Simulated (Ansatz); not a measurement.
Total energies of `[AlH2][SiH2][O][AlH][SiH3]`.

Cartesian coordinates in Å:
```
Al -0.151 0.107 1.488
Si -1.118 1.641 -0.188
O -1.519 0.482 -1.289
Al -0.783 -1.056 -0.986
Si 1.641 -0.702 -0.475
H 0.120 -0.103 3.033
H -0.965 -1.253 0.815
H -2.330 2.359 0.301
H -0.203 2.669 -0.764
H -1.290 -2.396 -1.641
H 2.449 0.422 -1.018
H 2.519 -1.894 -0.316
H 1.631 -0.278 1.038
```

Total charge 0; spin multiplicity 1. The geometry is a stationary point of PBE0-D4/def2-TZVP. It is one conformer, not always the lowest. Basis def2-TZVPP, Ansatz.

RPA on PBE orbitals: Hartree–Fock energy of these orbitals -1141.27864 Eh, correlation -1.22464 Eh (frozen core).

| functional | energy without D4 (Eh) | D4 term (kJ/mol) |
| --- | --- | --- |
| PBE | -1143.35097 | -37.9 |
| ωB97X-V | -1143.82698 | – |

Task: Give the same for LDA (SPW92), revPBE, BLYP, r2SCAN, B97M-V, PBE0, B3LYP, r2SCANh, r2SCAN0, HSE06 (plane-wave form), BHLYP, CAM-B3LYP, LC-ωPBE, ωB97M-V, B2PLYP, PBE-QIDH. (Estimate.)

Result: Ansatz gave: 
```csv
functional,energy without D4 (Eh),D4 term (kJ/mol)
LDA (SPW92),-1139.00023,–
revPBE,-1143.76201,-93.3
BLYP,-1143.98568,-79.8
r2SCAN,-1143.87860,-9.0
B97M-V,-1143.74937,–
PBE0,-1143.46212,-32.7
B3LYP,-1144.11184,-61.8
r2SCANh,-1143.86679,-9.9
r2SCAN0,-1143.85052,-11.0
HSE06 (plane-wave form),-1143.43245,-31.1
BHLYP,-1143.98193,-56.0
CAM-B3LYP,-1144.01066,-34.2
LC-ωPBE,-1143.63081,–
ωB97M-V,-1143.90224,–
B2PLYP,-1143.48618,–
PBE-QIDH,-1143.10629,–
```

B3LYP takes the VWN-RPA correlation (the form of Gaussian; ORCA's B3LYP/G). HSE06 is the plane-wave form, built on full-range PBE exchange. The double hybrids freeze the cores in their second-order part.

LC-ωPBE has ω = 0.4 bohr⁻¹.
